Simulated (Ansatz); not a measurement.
Start from `BC(B)C` and change one atom or group to get `BC(C)B[SiH3]`.

Ansatz, PBE0-D4/def2-TZVP geometries, multiplicity 1. Each molecule was computed in one conformer, which needn't be the lowest.

```csv
property,`BC(B)C`
LUMO energy (ωB97M-V/def2-TZVPP) / eV,0.08
HOMO energy (ωB97M-V/def2-TZVPP) / eV,-10.93
HOMO energy (PBE/def2-TZVPP) / eV,-7.34
HOMO–LUMO gap (ωB97M-V/def2-TZVPP) / eV,11.01
size of the dipole moment (B3LYP/def2-TZVPP) / D,0.80
HOMO–LUMO gap (B3LYP/def2-TZVPP) / eV,6.39
```

(1) What does the change do to each property? (An estimate is asked.)

## Answers

(1) The calculation gave: 
| property | `BC(C)B[SiH3]` | shift |
| --- | --- | --- |
| LUMO energy (ωB97M-V/def2-TZVPP) / eV | -0.11 | -0.19 |
| HOMO energy (ωB97M-V/def2-TZVPP) / eV | -10.13 | 0.80 |
| HOMO energy (PBE/def2-TZVPP) / eV | -6.75 | 0.59 |
| HOMO–LUMO gap (ωB97M-V/def2-TZVPP) / eV | 10.02 | -0.99 |
| size of the dipole moment (B3LYP/def2-TZVPP) / D | 1.38 | 0.58 |
| HOMO–LUMO gap (B3LYP/def2-TZVPP) / eV | 5.55 | -0.84 |

With PBE0 the HOMO rises by 0.67 eV and the LUMO falls by 0.21 eV, so the gap narrows by about 0.88 eV. PBE moves the HOMO by 0.59 eV and ωB97M-V by 0.80 eV. Dipoles are sizes alone; their direction can turn.

B3LYP here is the variant with VWN-RPA as its local correlation; programs differ in this.
